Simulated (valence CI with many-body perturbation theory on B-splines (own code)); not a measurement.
# From CI to CI+MBPT in Cs34+

Calculated by relativistic CI+MBPT: three valence electrons over a frozen Dirac-Fock core [Ar], radial functions for each j: 9 s, 9 p, 10 d, 8 f, 5 g, 3 h, 1 i, with the one-electron correlation potential Σ1 (screened to all orders), the two-electron term Σ2, the three-electron term Σ3, Breit, model QED; selected single and double excitations, second order for the rest (own B-spline code, finite nucleus).

No measured spectrum was set against this ion. As an estimate, large intervals hold to a few tenths of a per cent, small ones and those within an open d or f shell to about a per cent. Only levels of the ground parity were solved; by the run's estimate the other parity begins above the list, which can be wrong where configurations are misplaced.

Each rung adds one term. CI alone is the Dirac-Coulomb CI over the frozen core; QED comes last and gives the full result, which names the levels. Energies are above (3d3/2^3) J=3/2 on the same rung, in cm⁻¹.

Levels are named by their leading jj configuration (3d3/2^4 stands for four electrons in 3d with j = 3/2), which in mixed levels can hold well under half, so a name can repeat and another be missing. Letters in brackets count levels of one name in rising energy.

```
                    Level  CI alone     Σ1     Σ2     Σ3   Breit    QED    Full
(3d3/2^2 3d5/2) J=5/2 [a]    100960   +831  +2016   +204   -4619   +381   99772
    (3d3/2^2 3d5/2) J=3/2    147049   +781  -2178   +988   -3359   +337  143618
    (3d3/2^2 3d5/2) J=7/2    150111   +989  +1467    +35   -7705   +436  145334
    (3d3/2^2 3d5/2) J=9/2    164285   +916  +1567   -171   -8922   +396  158071
    (3d3/2^2 3d5/2) J=1/2    172718   +866  -3472  +1167   -4311   +367  167335
(3d3/2^2 3d5/2) J=5/2 [b]    261873  +1281  -3214   +294   -6276   +540  254498
(3d3/2 3d5/2^2) J=7/2 [a]    261581  +1646  +2084   -219   -9500   +727  256321
    (3d3/2 3d5/2^2) J=9/2    278314  +1762  +2904   +335  -12267   +776  271825
(3d3/2 3d5/2^2) J=3/2 [a]    307701  +1758  -1459   -331   -7653   +762  300778
    (3d3/2 3d5/2^2) J=1/2    321922  +1794  -2853  +1698   -8494   +773  314841
   (3d3/2 3d5/2^2) J=11/2    337000  +1820  +2472   +270  -14473   +778  327867
(3d3/2 3d5/2^2) J=5/2 [a]    358737  +1716  -4342   -806   -8742   +727  347291
(3d3/2 3d5/2^2) J=5/2 [b]    374766  +1787  -3626   +263   -8151   +732  365771
(3d3/2 3d5/2^2) J=7/2 [b]    394532  +1822  -4190   +678  -10937   +754  382659
          (3d5/2^3) J=9/2    428672  +2641  +3044   -290  -15400  +1159  419826
          (3d5/2^3) J=3/2    444424  +2370  -2427  +1086  -10386  +1014  436082
(3d3/2 3d5/2^2) J=3/2 [b]    546089  +2348  -7392   +113   -9561   +950  532546
          (3d5/2^3) J=5/2    576274  +2661  -4667   +143  -11375  +1102  564138
```

The middle columns are the shifts that each term adds.

Task: How does the ionisation energy move along the ladder, and which term matters most?

Result: CI alone 2223.7, + Σ1 2226.3, + Σ2 2231.8, + Σ3 2231.8, + Breit 2230.5, + QED 2230.6 eV. The largest step is Σ2, 5.5 eV. NIST lists 2230 ± 5 eV (theoretical).
